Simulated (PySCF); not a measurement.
**Calcium: a sound run and one with changed settings**

Sound run: Ca [Ar] 4s2, Ca⁺ [Ar] 4s1. Calculation: PySCF 2.14, in x2c-TZVPall (6s5p3d, 36 functions); scalar relativity by spin-free X2C-1e. In the sound run the correlated levels freeze [Ar]. The sound run starts from symmetry-adapted Hartree-Fock orbitals and uses a fine grid where one is needed.

A second run was set up differently.

| species | method | sound run (hartree) | changed run (hartree) | converged |
| --- | --- | --- | --- | --- |
| Ca | MP2 | -679.63866 | -679.84021 | yes |
| Ca | CCSD(T) | -679.64840 | -679.86218 | yes |
| Ca⁺ | MP2 | n/a | -679.62388 | yes |
| Ca⁺ | CCSD(T) | n/a | -679.64061 | yes |

Ionisation energy of Ca:

| method | sound run (eV) | changed run (eV) |
| --- | --- | --- |
| UHF | 5.139 | 5.139 |
| MP2 | 5.641 | 5.887 |
| SCS-MP2 | 5.742 | 5.935 |
| CCSD | 5.906 | 5.983 |
| CCSD(T) | 5.906 | 6.029 |

Question: What was changed?
A. all electrons correlated in a valence basis
B. too few SCF iterations
C. minimal basis
D. a valence shell is frozen

Answer: A. A valence basis has no tight correlating functions, so it recovers only part of the core correlation, and not evenly between atom and ion.
